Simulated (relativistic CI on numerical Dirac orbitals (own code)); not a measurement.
# Sc2+: L-alpha,beta X-ray emission

Computed with this model: Dirac-Coulomb-Breit CI, orbitals from a KLI potential per configuration, model QED, valence Slater integrals scaled by 0.7, multiplet model of X-ray emission after core ionisation; configurations [Ar] 3d → [He] 2s2 2p5 3s2 3p6 3d → [Ne] 3s2 3p6; 300 K; Lorentzian 0.6 eV and Gaussian 0.5 eV FWHM. Energies are those of the free ion, without screening or charge transfer. S is read from ⟨S²⟩ = S(S + 1).

Field parameters in Wybourne normalisation: Oh B⁴₀ = 21Dq, B⁴₄ = √(5/14) B⁴₀. The field is a parameter set, without covalency.

Peaks in eV (height, largest 100): 404.0 (37), 406.0 (28), 408.4 (100), 410.3 (29).

(1) Which surroundings give this spectrum?
A. Oh, 10Dq = 26150 cm⁻¹
B. free ion
C. Oh, 10Dq = 20400 cm⁻¹
D. Oh, 10Dq = 14700 cm⁻¹

## Answers

(1) D. Oh, 10Dq = 14700 cm⁻¹, where the ground state has S = 0.50.
